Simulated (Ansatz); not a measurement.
Molecule: sum formula H4B2O (charge 0, singlet). 
Geometry from a B3LYP-D3(BJ)/def2-TZVP (Ansatz, an electronic-structure program) optimisation:
SMILES: BOB
```xyz
7

O      0.0000     0.0000     0.0000
B     -1.1648    -0.6508     0.0037
H     -1.6766    -0.9097    -1.0426
H     -1.6484    -0.9481     1.0533
B      1.1648     0.6508    -0.0037
H      1.1514     1.8438     0.0183
H      2.1736     0.0140    -0.0289
```
Charge 0, spin multiplicity 1.

Basis-set convergence of Hartree-Fock and CCSD(T) correlation energies (hartree) with Ansatz. Valence correlation only, unless marked. Spin-orbit coupling is left out. Non-relativistic.

```
basis    functions       E(HF)  E(corr, CCSD(T))
-------  ---------  ----------  ----------------
cc-pVDZ          -  -126.62134          -0.39628
cc-pVTZ        146  (withheld)        (withheld)
```

Question: Fill in the missing entries.

Answer: 
- cc-pVTZ, E(HF): -126.66760
- cc-pVTZ, E(corr, CCSD(T)): -0.48368
